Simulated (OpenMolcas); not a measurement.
**Ta4+: moving or changing the point charges**

Ta4+ among 4 point charges of -1 e arranged as a square (D4h), 1.86 Å from the ion.

```json
{
 "Program": "OpenMolcas",
 "Method": "CASSCF",
 "Basis": "ANO-RCC-VTZP [8s7p5d3f2g1h]",
 "Scalar Hamiltonian": "DKH2, point nucleus",
 "Active space": "1 electron in 5 orbitals (5d)",
 "State averaging": "2S+1 = 2 even, 5 roots",
 "Spin-orbit coupling": "state interaction with AMFI integrals over the reference wave functions"
}
```

Runs around this geometry, states (labels of D4, the rotations of D4h). Energies in cm-1 above the lowest state or level, χT in cm3 K/mol.

```
R (Å)  q (e)  Ground state  First state of that spin  First gap with spin-orbit (degeneracies)  χT at 300 K
 1.86   -0.8           2A1                   2E 3270                               5938 (2, 2)        0.128
 1.86     -1           2A1                   2E 5173                               6995 (2, 2)        0.109
 2.03     -1           2A1                   2E 3748                               6247 (2, 2)        0.122
```

Taking the first state of the same spin as R^-n, n = -ln(3748 / 5173) / ln(2.03 / 1.86) = 3.7 between the shortest and longest distance.

Scaling the charges by -0.8 / -1 = 0.80 scales the first state of the same spin by 3270 / 5173 = 0.63; with fixed orbitals a first-order splitting would follow the charge.

Spin-orbit coupling mixes the spin-free states strongly: the lowest level takes only 66 % from its leading state, 2A1 (figures for R = 1.86, q = -0.8; the like holds for R = 2.03, q = -1). This is an electrostatic model: the charges have no orbitals. No measured value stands beside these numbers.
